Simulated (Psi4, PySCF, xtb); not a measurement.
Conformational energy of SMILES N#Cc1ccc([SeH])s1. Scanned: dihedral S8–C6–Se7–H11; all other coordinates were relaxed at B3LYP-D3(BJ)/def2-SVP. Points at φ and −φ are mirror images. Heavy atoms are numbered in the order of the SMILES N#Cc1ccc([SeH])s1, hydrogens after them in the order of the atoms that carry them; the mirror image has the same energies with the sign of each dihedral reversed.

GFN1-xTB // B3LYP-D3(BJ)/def2-SVP (xtb); RKS-B3LYP/6-31G* = restricted B3LYP/6-31G*, spherical d, density fitting // B3LYP-D3(BJ)/def2-SVP (PySCF); HF/cc-pVTZ // B3LYP-D3(BJ)/def2-SVP (Psi4).

Energies in kcal/mol, each method relative to its own lowest point.

```
φ / °  GFN1-xTB  RKS-B3LYP/6-31G*  HF/cc-pVTZ
-----  --------  ----------------  ----------
-150        0.9               1.3         1.6
-120        2.6               0.6         0.7
-90         3.4               0.0         0.0
-60         2.3               0.1         0.1
-30         0.7               0.8         0.9
0           0.0               1.2         1.3
30          0.7               0.8         0.9
60          2.3               0.1         0.1
90          3.4               0.0         0.0
120         2.6               0.6         0.7
150         0.9               1.3         1.6
180         0.1               1.6         1.9
```
